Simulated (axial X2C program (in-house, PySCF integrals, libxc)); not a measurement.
Which molecule gave these maps?

PBE0 fields computed with an axial X2C code built on PySCF integrals, 2c, near the equilibrium distance, one atom at z = 0.

The maps cover the half plane through the axis: z from -2.4 to 4.8 Å along the bond, ρ from 0.15 to 2.25 Å away from it (steps of 0.3 Å, the bottom row nearest the axis).

log10 of the density in e/bohr³:

digits 0 to 9 span -4.28 to 1.53 evenly
```
0000111111122222222111000
0111111112222333332221100
1112222222333333333322110
1122233343333444444332211
1223344555444455554433221
2233445666554555555543321
2233456676655556665543321
2234456898655567976544321
```

Electron localisation function (collinear form, no current term, damped to 0 at low density):

digits 0 to 9 span 0.00 to 1.00 evenly
```
0000000000013333221100000
0000000000014555443210000
0010000000014666655431000
1211011221014777777653100
2221135776213788888764210
3322357888623788788876310
4333577223733771017886420
4333685535543744773887521
```

Which molecule is it?
A. RuF
B. SrS
C. SbP⁻
D. HfH⁻

B. SrS, with Sr at z = 0 and S at z = 2.422 Å, state Ω = 0 (closed shell), basis Sr dyall-cv3z [13s12p8d5f1g], S dyall-av3z [9s8p3d2f] (cores contracted in-house). The state is a single determinant with fixed occupations, the lowest that a limited PBE0 search found.
